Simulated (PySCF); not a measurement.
## Polarisability and C₆ of Mn⁺ (manganese, charge +1)

[Ar] 3d5 4s1, high-spin 7S determinant. All numbers are calculated (PySCF 2.14, the non-relativistic Hamiltonian (point nucleus), in aug-cc-pVTZ (8s7p5d3f2g, 93 functions)). Coupled (time-dependent) response in atomic units; α is the mean over directions.

| method | mean α (bohr³) | C₆ (like pair) | S(−4) |
| --- | --- | --- | --- |
| BLYP | 27.50 | 141.7 | 608.6 |
| B3LYP | 29.15 | 150.8 | 710.3 |

S(−4) is the Cauchy moment in α(ω) = α(0) + S(−4) ω² + …

α(iu) at B3LYP:

```
u (hartree)  α(iu) (bohr³)
          0          29.15
     0.0500          27.50
      0.100          23.62
      0.200          15.74
      0.300          10.79
      0.500          6.211
      0.750          3.970
       1.00          2.896
       1.50          1.838
       2.00          1.305
       3.00         0.7705
       5.00         0.3641
```

A single London oscillator, α(iu) = α/(1 + u²/ω²), gives C₆ = (3/4) ω α². Matching the computed C₆ needs ω = 4 × 150.8 / (3 × 29.15²) = 0.237 hartree.

For an ion, C₆ is the dispersion term alone; charge-induced terms of lower order in 1/R come first.
